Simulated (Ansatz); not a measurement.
tert-butyl chloride (C₄H₉Cl), singlet, at a GFN2-xTB geometry; Ansatz (a program for electronic structure) with B3LYP/def2-SV(P).

The Ansatz input:
Ansatz 0.2 input:
```yaml
crystal:
  periodic: [false, false, false]
  atoms:
    - {symbol: C, position_ang: [-0.36790244, 1.46695451, -0.68433856]}
    - {symbol: C, position_ang: [-0.03401853, 0.02110744, -0.34773461]}
    - {symbol: C, position_ang: [1.29307953, -0.40182429, -0.96026537]}
    - {symbol: C, position_ang: [-1.15961046, -0.91967164, -0.75175438]}
    - {symbol: Cl, position_ang: [0.14210822, -0.08817371, 1.45261835]}
    - {symbol: H, position_ang: [-0.48214563, 1.57440656, -1.76130522]}
    - {symbol: H, position_ang: [-1.29575694, 1.76770098, -0.20375897]}
    - {symbol: H, position_ang: [0.42549780, 2.13111715, -0.35008832]}
    - {symbol: H, position_ang: [2.09465859, 0.25313630, -0.62737382]}
    - {symbol: H, position_ang: [1.53905181, -1.42175600, -0.67468506]}
    - {symbol: H, position_ang: [1.22787094, -0.34954132, -2.04537780]}
    - {symbol: H, position_ang: [-1.29722604, -0.88267629, -1.83071125]}
    - {symbol: H, position_ang: [-2.09136341, -0.63067715, -0.27150675]}
    - {symbol: H, position_ang: [-0.92571546, -1.94215328, -0.46514734]}
basis:
  gaussian:
    orbitals: def2-SV_P_.json
    final_grid: {core_spheres: 14, valence_spheres: 28, degree: 59}
hamiltonian:
  xc: b3lyp
```
The basis file holds def2-SV(P) in the JSON format of the Basis Set Exchange.

Output, abridged:

```
Functional definition: B3LYP
1031 factors; integrals over basis functions are off by at most 1.2e-3 eV
mean field evaluation 1: about -16800.8762 eV, gradient 6.3e1 eV
mean field evaluation 2: about -16795.7178 eV, gradient 7.6e1 eV
mean field evaluation 4: about -16810.6428 eV, gradient 3.2e0 eV
mean field evaluation 8: about -16810.9381 eV, gradient 1.4e-1 eV
mean field evaluation 16: about -16810.9382 eV, gradient 3.6e-5 eV
mean field -16810.93818633 eV, -617.7905834843 hartree, gradient 3.5e-5 eV, S^2 0.000000; 0 other end points of the search recorded, 0 dependent functions left out
reference -16810.93843005 eV, -617.7905924410 hartree; 25, 25 occupied and 67, 67 virtual orbitals, 1031 factors
Total energy: -16810.93843005 eV, -617.7905924410 hartree
```
